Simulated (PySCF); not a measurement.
Si(F)2(OH)(SeH) (F₂H₂OSeSi), SMILES O[Si](F)(F)[SeH]. Geometry optimised at PBE-D3(BJ)/def2-SVP. This is a generated structure with no PubChem entry under its InChIKey; it may be hypothetical. The values are those of a single conformer.

Computed with PBE-D3(BJ)/def2-SVP run with PySCF 2.14.0.

Harmonic wavenumbers (cm⁻¹): 142, 160, 166, 248, 271, 297, 327, 458, 644, 784, 807, 953, 965, 2358, 3769. Rotational constants (GHz): 3.832, 1.424, 1.399; symmetry number 1.

Problem. Work out the zero-point energy and the ideal-gas rigid-rotor harmonic-oscillator thermochemistry at 298.15 K and 1 atm.

Solution. ZPE = ½ Σ hcν = ½ × 12350 cm⁻¹ = 17.66 kcal/mol. H − E(el) = 22.72 kcal/mol. Entropy in cal/(mol K): translation 41.18, rotation 28.13, vibration 15.64, total 84.95. G − E(el) = -2.61 kcal/mol. Cp = 24.88 cal/(mol K). Modes under 150 cm⁻¹ make the vibrational entropy uncertain.
